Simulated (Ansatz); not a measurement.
Basis-set extrapolation for `C=CB(Cl)CO` (PBE0-D4/def2-TZVP geometry, frozen core, Ansatz 0.2.0). Multiplicity 1, RHF reference.

```json
{"": "HF", "def2-TZVPP": "-676.262830", "def2-QZVPP": "-676.285100"}
{"": "MP2 correlation", "def2-TZVPP": "-1.015057", "def2-QZVPP": "-1.091881"}
{"": "CCSD(T) correlation", "def2-TZVPP": "-1.111047", "def2-QZVPP": "not run"}
```

Energies in hartree. Use E(X) = E(∞) + A·exp(−7.88·√X) for Hartree–Fock and E(X) = E(∞) + B·X^(−2.97) for correlation, with X = 3 and 4, and add CCSD(T) minus MP2 of the smaller set to the MP2 limit.

Task: What is the CCSD(T) energy at the basis-set limit?

Result: HF limit: -676.285100 + (-0.022270) × 0.13774 = -676.28817. MP2 limit: -1.091881 + (-0.076824) × 0.74074 = -1.14879. Higher-order term: -1.111047 − (-1.015057) = -0.09599. Total: -677.53295 hartree, 4.33 eV below CCSD(T)/def2-TZVPP.
